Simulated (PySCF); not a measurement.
Cl₃HOTi, multiplicity 1. Atoms are numbered in the order given.

```xyz
6

Ti     0.0000     0.0000     0.2469
Cl    -1.7868    -1.0316    -0.4739
Cl     0.0000     2.0632    -0.4739
Cl     1.7868    -1.0316    -0.4739
O      0.0000     0.0000     1.9749
H      0.0000     0.0000     2.9391
```
Charge 0, spin multiplicity 1.

The structure is a stationary point at r2SCAN-D4/def2-SVP. The geometry has at least one imaginary mode, so it is a saddle point at that level. The spin state was assumed, not searched. The isomer is the one that the SMILES or the coordinates give; other isomers of the formula were not compared. The values are those of a single conformer.

All values below come from PySCF with CAM-B3LYP/def2-TZVP.

Symmetry labels are those of the subgroup Cs that the program uses (full group C3v).

Computed valence orbital energies around the gap with their symmetry:
```json
[
 {"orbital": "HOMO−7", "symmetry": "A'", "energy (eV)": "-12.21"},
 {"orbital": "HOMO−6", "symmetry": "A\"", "energy (eV)": "-12.21"},
 {"orbital": "HOMO−5", "symmetry": "A\"", "energy (eV)": "-11.67"},
 {"orbital": "HOMO−4", "symmetry": "A'", "energy (eV)": "-11.67"},
 {"orbital": "HOMO−3", "symmetry": "A'", "energy (eV)": "-11.53"},
 {"orbital": "HOMO−2", "symmetry": "A\"", "energy (eV)": "-10.73"},
 {"orbital": "HOMO−1", "symmetry": "A'", "energy (eV)": "-10.73"},
 {"orbital": "HOMO", "symmetry": "A\"", "energy (eV)": "-10.50"},
 {"orbital": "LUMO", "symmetry": "A'", "energy (eV)": "-2.12"},
 {"orbital": "LUMO+1", "symmetry": "A\"", "energy (eV)": "-2.12"},
 {"orbital": "LUMO+2", "symmetry": "A\"", "energy (eV)": "-1.32"},
 {"orbital": "LUMO+3", "symmetry": "A'", "energy (eV)": "-1.32"}
]
```
